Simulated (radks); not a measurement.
Values are calculated unless marked as measured or tabulated.
Task: Neutral europium: order these configurations by energy. Code: a radial shooting solver on a logarithmic mesh with Libxc functionals. Model: scalar-relativistic Kohn-Sham, PBEsol, spin-polarised, spherical densities, finite nucleus; Fermi nuclear charge, rms radius of each element as measured or else 0.836 A^(1/3) + 0.57 fm. Open shells are filled with parallel spins first. [Xe] 4f6 5d1 6s2; [Xe] 4f6 6s2 6p1; [Xe] 4f7 5d1 6s1; [Xe] 4f7 6s1 6p1; [Xe] 4f7 6s2.

Result: From the lowest, in eV above it: [Xe] 4f7 6s2 0.000; [Xe] 4f7 5d1 6s1 1.297; [Xe] 4f7 6s1 6p1 1.776; [Xe] 4f6 5d1 6s2 4.565; [Xe] 4f6 6s2 6p1 6.724.
